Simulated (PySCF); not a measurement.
Basis-set dependence of excited states

Compound: BrFGeH₂.
InChI=1S/BrFGeH2/c1-3-2/h3H2

TDDFT with PBE0 (PySCF), vertical singlets, core orbitals frozen in the response, spherical d and f functions. Isolated species at its PBE0-D3(BJ)/def2-SVP geometry, gas phase. Relativistic effects, spin–orbit coupling among them, are left out although an element past zinc is present.

```tsv
basis	functions	diffuse	S1 (eV)	S2 (eV)	S3 (eV)	S4 (eV)	S5 (eV)	LUMO (eV)	α (au)
6-31G*	82	no	6.51	6.69	7.13	7.50	8.24	-0.55	39.4
def2-SVP	88	no	6.62	6.80	7.19	7.58	8.37	-0.41	40.0
aug-cc-pVDZ	113	yes	6.28	6.48	6.84	7.22	7.44	-1.00	51.2
def2-SVPD	118	yes	6.33	6.54	6.91	7.31	7.69	-0.93	51.8
def2-TZVP	139	no	6.47	6.67	7.07	7.46	8.13	-0.70	47.4
def2-TZVPD	169	yes	6.36	6.57	6.88	7.28	7.61	-0.89	52.3
aug-cc-pVTZ	210	yes	6.34	6.54	6.84	7.23	7.42	-0.94	52.3
```

Task: How much do these states and the polarisability depend on the basis?

Result: States are compared by their number. Against the largest diffuse basis here (aug-cc-pVTZ, itself not a converged limit), sets without diffuse functions differ by up to 0.29 eV in S1 and 0.95 eV in S5; the smaller diffuse sets differ by up to 0.06 and 0.27 eV. State by state, the largest deviation of a set without diffuse functions is S1 0.29, S2 0.26, S3 0.34, S4 0.35, S5 0.95 eV. The same number needn't mean the same state in each row. Against aug-cc-pVTZ the polarisability deviates by -25% in 6-31G*, -24% in def2-SVP, -2% in aug-cc-pVDZ, -1% in def2-SVPD, -9% in def2-TZVP, 0% in def2-TZVPD.
